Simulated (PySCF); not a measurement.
Species: C₅H₆BNO₂.
Geometry (PBE0-D3(BJ)/def2-SVP, Å), atoms numbered from 1 in this order:
```xyz
15
C5H6BNO2 angstrom
N     -2.778    1.062   -0.180
C     -1.957    0.336    0.189
C     -0.912   -0.561    0.654
C      0.495   -0.050    0.476
O      1.382   -0.804    0.991
B      2.857   -0.569    0.635
O      3.035    0.953    0.562
C      2.094    1.649    0.083
C      0.801    1.167   -0.133
H     -1.056   -0.788    1.723
H     -0.986   -1.527    0.128
H      3.546   -1.007    1.526
H      3.043   -1.014   -0.488
H      2.332    2.707   -0.105
H      0.022    1.807   -0.544
```

Computed with PySCF at PBE0/pcSseg-1, non-relativistic, on one gas-phase PBE0-D3(BJ)/def2-SVP geometry that isn't relaxed in the solvent. The solvent is an IEF-PCM continuum (cavity from Bondi-type radii × 1.2). The model holds no explicit solvent molecules, cavitation or dispersion.

| run | E − E(gas) (kcal/mol) | HOMO (eV) | HOMO–LUMO gap (eV) | dipole (D) |
| --- | --- | --- | --- | --- |
| gas | 0.00 | -7.53 | 4.80 | 1.08 |
| P | -7.66 | -7.45 | 5.01 | 1.30 |
| Q | -10.18 | -7.43 | 5.07 | 1.39 |

Problem. The runs were made in acetone and chloroform. Which run belongs to which solvent?

Solution. P = chloroform, Q = acetone. The dielectric constants are 4.711 (chloroform), 20.49 (acetone), and the energy falls further as ε rises. In this model the ground state sees the solvent through ε alone.

Problem. How constant is the ratio of the lowering to (ε − 1)/(2ε + 1)?

Solution. 
```json
{"solvent": "chloroform", "(ε − 1)/(2ε + 1)": "0.356", "E − E(gas) (kcal/mol)": "-7.66", "ratio (kcal/mol)": "-21.5", "polarisation term (kcal/mol)": "-8.78"}
{"solvent": "acetone", "(ε − 1)/(2ε + 1)": "0.464", "E − E(gas) (kcal/mol)": "-10.18", "ratio (kcal/mol)": "-21.9", "polarisation term (kcal/mol)": "-12.15"}
```

The ratio changes by +1.9 % in size from chloroform to acetone. The polarisation term is half the interaction of the solute with the induced surface charges.
